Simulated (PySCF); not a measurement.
AlF2, SMILES [F][Al+][F], charge +1.

The structure is a stationary point at B3LYP-D3(BJ)/def2-TZVP. The spin state was assumed, not searched. The isomer is the one that the SMILES or the coordinates give; other isomers of the formula were not compared.

The numbers are results of B3LYP-D3(BJ)/def2-TZVP (PySCF), not measurements.

Frequencies are harmonic and unscaled.

Modes within 1.5 cm⁻¹ of each other (mostly degenerate sets) share a row, with their intensities summed.

| mode | ν (cm⁻¹) | IR (km/mol) | Raman (Å⁴/amu) | depolarisation | moving atoms (share of kinetic energy) |
|---|---|---|---|---|---|
| 1–2 | 187 | 295.2 | 0.0 | – | Al 58 %, F 42 % |
| 3 | 755 | 0.0 | 9.5 | 0.13 | F 100 % |
| 4 | 1159 | 151.4 | 0.0 | – | Al 58 %, F 42 % |
